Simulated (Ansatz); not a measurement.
Cartesian coordinates in Å:
```
C -0.545 -0.635 1.398
C -0.445 -0.025 0.003
C 0.055 -1.085 -0.978
C -1.826 0.454 -0.438
C 0.546 1.154 0.014
Al 2.395 0.548 0.174
Cl 3.762 1.116 -1.329
H -1.235 -1.484 1.405
H -0.912 0.101 2.118
H 0.426 -0.994 1.754
H -0.638 -1.927 -1.054
H 1.018 -1.511 -0.653
H 0.193 -0.668 -1.979
H -2.549 -0.368 -0.438
H -2.199 1.230 0.236
H -1.791 0.874 -1.446
H 0.468 1.715 -0.925
H 0.281 1.858 0.813
H 2.997 -0.351 1.326
```

Total charge 0; spin multiplicity 1.

Problem. List the ωB97M-V/def2-TZVPP orbital energies in eV (Ansatz). (An estimate is asked.)

Solution. Computed: Occupied: -2771.34, -1532.45, -282.07, -281.52, -281.22, -281.14, -280.90, -261.75, -199.18, -199.12, -199.10, -117.02, -76.69, -76.54, -76.45, -26.08, -25.01, -22.30, -22.09, -21.71, -17.79, -15.62, -15.44, -15.26, -14.18, -14.00, -13.54, -12.87, -12.81, -12.15, -11.92, -11.67, -11.48, -11.45, -11.36, -9.86. Lowest empty: 0.63, 1.89, 2.38, 3.30, 3.50, 3.74, 3.89, 3.93.
